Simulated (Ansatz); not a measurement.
`C/C=N\[SiH2]Cl` and `CC=N` differ in one atom or group.

Ansatz, PBE0-D4/def2-TZVP geometries, multiplicity 1. Each molecule was computed in one conformer, which needn't be the lowest.

| property | `C/C=N\[SiH2]Cl` |
| --- | --- |
| HOMO energy (B3LYP/def2-TZVPP) / eV | -7.04 |
| HOMO–LUMO gap (PBE/def2-TZVPP) / eV | 3.87 |
| LUMO energy (PBE0/def2-TZVPP) / eV | -0.97 |
| size of the dipole moment (ωB97M-V/def2-TZVPP) / D | 2.32 |
| LUMO energy (PBE/def2-TZVPP) / eV | -2.05 |
| size of the dipole moment (PBE/def2-TZVPP) / D | 2.24 |

Give the same properties after the change, and the shifts. (An estimate is asked.)

The calculation gave: 
```
                                          property  `CC=N`  shift
               HOMO energy (B3LYP/def2-TZVPP) / eV   -7.33  -0.29
               HOMO–LUMO gap (PBE/def2-TZVPP) / eV    4.87   1.00
                LUMO energy (PBE0/def2-TZVPP) / eV    0.03   1.00
size of the dipole moment (ωB97M-V/def2-TZVPP) / D    2.54   0.22
                 LUMO energy (PBE/def2-TZVPP) / eV   -1.14   0.91
    size of the dipole moment (PBE/def2-TZVPP) / D    2.46   0.22
```

With PBE0 the HOMO falls by 0.29 eV and the LUMO rises by 1.00 eV, so the gap widens by about 1.29 eV. PBE moves the HOMO by -0.09 eV and ωB97M-V by -0.41 eV. Dipoles are sizes alone; their direction can turn.

B3LYP here is the variant with VWN-RPA as its local correlation; programs differ in this.
